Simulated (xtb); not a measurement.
Harmonic IR lines of one isomer of C₃H₆O, unscaled. Computed with GFN2-xTB (xtb).

| wavenumber (cm⁻¹) | relative intensity |
|---|---|
| 449 | 33 |
| 456 | 6.0 |
| 512 | 55 |
| 827 | 19 |
| 892 | 7.4 |
| 1011 | 12 |
| 1042 | 3.9 |
| 1171 | 100 |
| 1298 | 25 |
| 1391 | 10 |
| 1421 | 10 |
| 1474 | 5.3 |
| 1737 | 88 |
| 3017 | 9.0 |
| 3030 | 9.2 |
| 3069 | 11 |
| 3102 | 17 |
| 3165 | 14 |
| 3528 | 3.4 |

**Question.** Identify which structure gives these lines.
(A) `C=C(C)O`
(B) `C[C@@H]1CO1`
(C) `CC(C)=O`
(D) `CCC=O`

**Answer.** A, `C=C(C)O`
